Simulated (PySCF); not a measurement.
Isomers of C5H11NSi. The calculation used TDDFT B3LYP/def2-SVPD, vertical, gas phase, core orbitals frozen in the response in PySCF. Geometries: GFN2-xTB; one conformer of each isolated species. Triplets are in the Tamm–Dancoff approximation. 'Strongest' means the level of largest summed f among the lowest 8 singlets; it needn't be the same kind of state in each.

Task: Rank by computed lowest triplet energy, lowest first.
A. `C=CN1CCC[SiH2]1`
B. `C(#N)CC([SiH3])(C)C`
C. `C=C/C(C)=N\C[SiH3]`
D. `C=N[SiH2]CC(=C)C`
E. `C1C[C@@H](N2CC2)[SiH2]1`
F. `[SiH2]1N[C@H](C=C)CC1`
G. `C=C[C@@H]1CCN[SiH2]1`

Result: C (3.25 eV), D (3.40 eV), A (4.15 eV), G (4.37 eV), F (4.51 eV), E (4.71 eV), B (6.47 eV).

```
                 SMILES  T1 (eV)  f (S1)  LUMO (eV)  strongest (eV)  f (strongest)    S1 mainly
     C=C/C(C)=N\C[SiH3]     3.25   0.003      -1.53            5.22           0.42    H→L (93%)
       C=N[SiH2]CC(=C)C     3.40   0.000      -1.13            6.66           0.31  H-1→L (86%)
        C=CN1CCC[SiH2]1     4.15   0.002       0.10            6.01           0.25    H→L (86%)
   C=C[C@@H]1CCN[SiH2]1     4.37   0.004       0.14            6.65           0.27    H→L (53%)
   C=C[C@@H]1CC[SiH2]N1     4.51   0.030      -0.05            7.05           0.12    H→L (94%)
C1C[C@@H](N2CC2)[SiH2]1     4.71   0.050      -0.08            6.07           0.06    H→L (97%)
      CC(C)([SiH3])CC#N     6.47   0.003      -0.15            8.06           0.10    H→L (98%)
```

H and L stand for HOMO and LUMO.

- `C=C/C(C)=N\C[SiH3]`: Löwdin shares by element: HOMO nitrogen 54%, carbon 27% or more (atoms not listed hold the other 19%); LUMO carbon 58% or more, nitrogen 21% (atoms not listed hold the other 21%).
- `C=N[SiH2]CC(=C)C`: Löwdin shares by element: HOMO carbon 67% or more, nitrogen 7% (atoms not listed hold the other 26%); LUMO carbon 40% or more, nitrogen 33%, hydrogen 13% or more.
- `C=CN1CCC[SiH2]1`: Löwdin shares by element: HOMO carbon 47% or more, nitrogen 30% (atoms not listed hold the other 23%); LUMO silicon 31%, hydrogen 22% or more, carbon 11% or more (atoms not listed hold the other 37%).
- `C=C[C@@H]1CCN[SiH2]1`: Löwdin shares by element: HOMO nitrogen 52%, carbon 11% or more, silicon 10%, hydrogen 5% or more (atoms not listed hold the other 22%); LUMO carbon 41% or more, silicon 18%, hydrogen 7% or more (atoms not listed hold the other 33%).
- `C=C[C@@H]1CC[SiH2]N1`: Löwdin shares by element: HOMO nitrogen 53%, carbon 16% or more, silicon 9% (atoms not listed hold the other 22%); LUMO carbon 54% or more, silicon 7%, hydrogen 5% or more (atoms not listed hold the other 34%).
- `C1C[C@@H](N2CC2)[SiH2]1`: Löwdin shares by element: HOMO nitrogen 44%, carbon 21% or more, silicon 11% (atoms not listed hold the other 24%); LUMO silicon 31%, hydrogen 21% or more, carbon 11% or more (atoms not listed hold the other 37%).
- `CC(C)([SiH3])CC#N`: Löwdin shares by element: HOMO carbon 45% or more, silicon 21% (atoms not listed hold the other 34%); LUMO carbon 28% or more, silicon 16% (atoms not listed hold the other 56%).
